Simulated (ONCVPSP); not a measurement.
# Building the ONCV potential for F (PBE, scalar-relativistic).

Input for ONCVPSP 4.0.1:

```
# ATOM AND REFERENCE CONFIGURATION
# atsym  z   nc   nv     iexc    psfile
  F 9.00    1    2        4      upf
#
#   n    l    f
    1    0    2.00
    2    0    1.00
    2    1    6.00
#
# PSEUDOPOTENTIAL AND OPTIMIZATION
# lmax
    2
#
#   l,   rc,      ep,       ncon, nbas, qcut
    0    0.65    0.00    4    8   11.20
    1    1.15    0.00    4    7   15.10
    2    1.25    0.03    4    8    7.20
#
# LOCAL POTENTIAL
# lloc, lpopt,  rc(5),   dvloc0
    4    5    0.60    2.00
#
# VANDERBILT-KLEINMAN-BYLANDER PROJECTORs
# l, nproj, debl
    0    2    2.00
    1    2    3.90
    2    2    2.60
#
# MODEL CORE CHARGE
# icmod, fcfact, rcfact
    1    0.40    0.00
#
# LOG DERIVATIVE ANALYSIS
# epsh1, epsh2, depsh
   -3.00    5.00    0.02
#
# OUTPUT GRID
# rlmax, drl
    6.00    0.01
#
# TEST CONFIGURATIONS
# ncnf
    4
# nvcnf
#   n    l    f
    2
    2    0    2.00
    2    1    5.00
#
    2
    2    0    2.00
    2    1    4.00
#
    2
    2    0    2.00
    2    1    3.00
#
    2
    2    0    2.00
    2    1    2.00
#
```

Command:

```bash
oncvpsp.x < F.dat > F.out
```

Output (shortened: citation, most of the input echo, consistency checks and plot data are left out):

```
ONCVPSP  (Optimized Norm-Conservinng Vanderbilt PSeudopotential)
scalar-relativistic version 4.0.1

#   n    l    f        energy (Ha)
    1    0    2.00    -2.4401677E+01
    2    0    1.00    -1.1164021E+00
    2    1    6.00    -4.2409330E-01

Reference configufation results
  iterations    20
  all-electron total energy (Ha)   -9.90529817D+01

Begin loop to  construct optimized pseudo wave functions
and semi-local pseudopoentials for all angular momenta

   Wellstate for l =  0  n =  3
     eigenvalue =   0.8836
     asymptotic potential =   1.3836
     half-point radius =  2.4983

Calculating optimized projector #   1

 for l=   0

    Fraction of norm inside rc  0.221681
    Optimizing pswf for qcut=  11.18 a_B^-1,  ecut=  62.50 Ha
    Residual kinetic energy error=  3.61D-04 Ha

    Energy error per electron        Cutoff
         Ha          eV             Ha
         0.01000     0.27211       40.17
         0.00100     0.02721       56.02
         0.00010     0.00272      102.27
         0.00001     0.00027      313.63

Calculating optimized projector #   2

 for l=   0

    Fraction of norm inside rc  0.050680
    Optimizing pswf for qcut=  11.18 a_B^-1,  ecut=  62.50 Ha
    Residual kinetic energy error=  2.31D-04 Ha

    Energy error per electron        Cutoff
         Ha          eV             Ha
         0.01000     0.27211       30.05
         0.00100     0.02721       48.03
         0.00010     0.00272      172.65
         0.00001     0.00027      519.64

   Wellstate for l =  1  n =  4
     eigenvalue =   3.4759
     asymptotic potential =   3.9759
     half-point radius =  2.5240

Calculating optimized projector #   1

 for l=   1

    Fraction of norm inside rc  0.625215
    Optimizing pswf for qcut=  15.11 a_B^-1,  ecut= 114.10 Ha
    Residual kinetic energy error=  5.82D-09 Ha

    Energy error per electron        Cutoff
         Ha          eV             Ha
         0.01000     0.27211       45.04
         0.00100     0.02721       59.81
         0.00010     0.00272       72.01
         0.00001     0.00027       82.71

Calculating optimized projector #   2

 for l=   1

    Fraction of norm inside rc  0.087488
    Optimizing pswf for qcut=  15.11 a_B^-1,  ecut= 114.10 Ha
    Residual kinetic energy error=  7.09D-09 Ha

    Energy error per electron        Cutoff
         Ha          eV             Ha
         0.01000     0.27211       45.82
         0.00100     0.02721       62.78
         0.00010     0.00272       77.04
         0.00001     0.00027       88.92

   Wellstate for l =  2  n =  3
     eigenvalue =   0.0300
     asymptotic potential =   0.5300
     half-point radius = 62.8470

   Wellstate for l =  2  n =  4
     eigenvalue =   2.6300
     asymptotic potential =   3.1300
     half-point radius =  2.9096

Calculating optimized projector #   1

 for l=   2

    Fraction of norm inside rc  0.000001
    Optimizing pswf for qcut=   7.20 a_B^-1,  ecut=  25.90 Ha
    Residual kinetic energy error=  9.47D-07 Ha

    Energy error per electron        Cutoff
         Ha          eV             Ha
         0.01000     0.27211        0.00
         0.00100     0.02721        0.03
         0.00010     0.00272        0.10
         0.00001     0.00027        0.45

Calculating optimized projector #   2

 for l=   2

    Fraction of norm inside rc  0.141771
    Optimizing pswf for qcut=   7.20 a_B^-1,  ecut=  25.90 Ha
    Residual kinetic energy error=  5.56D-04 Ha

    Energy error per electron        Cutoff
         Ha          eV             Ha
         0.01000     0.27211       15.22
         0.00100     0.02721       23.87
         0.00010     0.00272       32.43
         0.00001     0.00027       84.26

Construct Vanderbilt / Kleinmman-Bylander projectors

B matrix Hermiticity error, ll=   0
   1   2    1.2227E-04

  Orthonormal projector coefficients  3.4493E+01  9.5884E+00

B matrix Hermiticity error, ll=   1
   1   2   -2.1831E-04

  Orthonormal projector coefficients -5.4192E+00 -1.2641E+00

B matrix Hermiticity error, ll=   2
   1   2    1.1853E-07

  Orthonormal projector coefficients -8.7644E+00 -3.3439E+00

Model core correction analysis
  based on d2Exc/dn_idn_j

d2excae - all-electron derivatives

   -4.715549D-02   -3.824012D-02
   -3.873734D-02   -3.564394D-02

d2excps - pseudofunction derivatives with no core correction

   -4.522539D-02   -3.969773D-02
   -4.019433D-02   -3.727911D-02

rms 2nd derivative error    1.631447E-03

Polynomial model core charge

d2excps - pseudofunction derivatives with core correction

   -4.572708D-02   -3.968814D-02
   -4.018504D-02   -3.675454D-02

rms 2nd derivative error    1.366231E-03

Pseudoatom total energy  -23.400440

Diagnostic tests using Vanderbilt-Kleinman-Bylander pseudopotentials
  1 or more projectors used as specified by nproj input data

   l    rcore       rmatch      e in        delta e   norm test  slope test

   0   0.6518857   0.6716784  -1.1164021  -0.0000231   1.0000638   1.0000095
   0   0.6518857   0.6716784   0.8835979   0.0000677   1.0002869   1.0002869

   1   1.1507464   1.1856856  -0.4240933  -0.0000077   1.0000445   1.0000597
   1   1.1507464   1.1856856   3.4759067   0.0000553   1.0001706   1.0001706

   2   1.2512710   1.2892623   0.0300000   0.0000110   1.0000428   1.0000428
   2   1.2512710   1.2892623   2.6300000   0.0000407   1.0001200   1.0001200

 Testing for bound ghosts
   n   l    E NL Schr. Eq   E Basis Diag.   E Cutoff

   1   0       -1.116425       -0.943112    612.10

   2   1       -0.424101       -0.412397    167.43

 Testing for highly-localized positive-energy ghosts
       l    <radius>/rc     E Basis Diag.   E Cutoff

Test configuration 0

   n   l     f        eae           eps        diff
   1   0  2.0000  -24.40167746
   2   0  1.0000   -1.11640207   -1.11642512   -2.31D-05
   2   1  6.0000   -0.42409330   -0.42410104   -7.74D-06

    Total energies and differences
      AE_ref= -9.90529817D+01  AE_tst= -9.90529817D+01  dif=  0.00D+00
      PS_ref= -2.34004398D+01  PS_tst= -2.34004398D+01  dif=  8.17D-14
      PSP excitation error= -8.17D-14

Test configuration 1

   n   l     f        eae           eps        diff
   1   0  2.0000  -24.37853201
   2   0  2.0000   -1.09878951   -1.09921399   -4.24D-04
   2   1  5.0000   -0.40834358   -0.40794155    4.02D-04

    Total energies and differences
      AE_ref= -9.90529817D+01  AE_tst= -9.97443626D+01  dif= -6.91D-01
      PS_ref= -2.34004398D+01  PS_tst= -2.40922468D+01  dif= -6.92D-01
      PSP excitation error=  4.26D-04

Test configuration 2

   n   l     f        eae           eps        diff
   1   0  2.0000  -25.14104769
   2   0  2.0000   -1.74146106   -1.74158141   -1.20D-04
   2   1  4.0000   -1.04032161   -1.03872420    1.60D-03

    Total energies and differences
      AE_ref= -9.90529817D+01  AE_tst= -9.90317940D+01  dif=  2.12D-02
      PS_ref= -2.34004398D+01  PS_tst= -2.33805245D+01  dif=  1.99D-02
      PSP excitation error=  1.27D-03

Test configuration 3

   n   l     f        eae           eps        diff
   1   0  2.0000  -26.10145694
   2   0  2.0000   -2.49865894   -2.49756478    1.09D-03
   2   1  3.0000   -1.80083139   -1.79597693    4.85D-03

    Total energies and differences
      AE_ref= -9.90529817D+01  AE_tst= -9.76211871D+01  dif=  1.43D+00
      PS_ref= -2.34004398D+01  PS_tst= -2.19728324D+01  dif=  1.43D+00
      PSP excitation error=  4.19D-03

Test configuration 4

   n   l     f        eae           eps        diff
   1   0  2.0000  -27.24451375
   2   0  2.0000   -3.35182559   -3.34733151    4.49D-03
   2   1  2.0000   -2.67390524   -2.66166480    1.22D-02

    Total energies and differences
      AE_ref= -9.90529817D+01  AE_tst= -9.53928083D+01  dif=  3.66D+00
      PS_ref= -2.34004398D+01  PS_tst= -1.97524605D+01  dif=  3.65D+00
      PSP excitation error=  1.22D-02
```

The run took about 4.5 s on one core of a shared server CPU.
